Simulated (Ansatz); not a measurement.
C2H6AlFSi (`F/C=[C](/[AlH2])[SiH3]`). Charge 0, multiplicity 1.

Z-matrix (Å, degrees):
```
Si
C 1 1.865
H 1 1.487 2 111.2
H 1 1.487 2 111.3 3 -121.5
H 1 1.486 2 108.6 3 119.2
C 2 1.328 1 120.2 3 62.8
Al 2 1.933 1 126.0 3 -117.1
F 6 1.342 2 123.2 1 -0.1
H 6 1.089 2 127.3 1 179.9
H 7 1.583 2 120.8 1 0.2
H 7 1.588 2 116.9 1 -179.9
```

(1) Give the diagnostics of a CCSD(T)/def2-TZVPP run (frozen core, Ansatz 0.2.0). (Best estimate.)

## Answers

(1) Computed: T1 = 0.0130, largest single amplitude 0.020, largest double 0.052, (T) share of the correlation energy 3.8 %, 9 CCSD cycles. The RHF solution is stable towards an unrestricted one. T1 lies under the customary mark of 0.02 for closed shells.
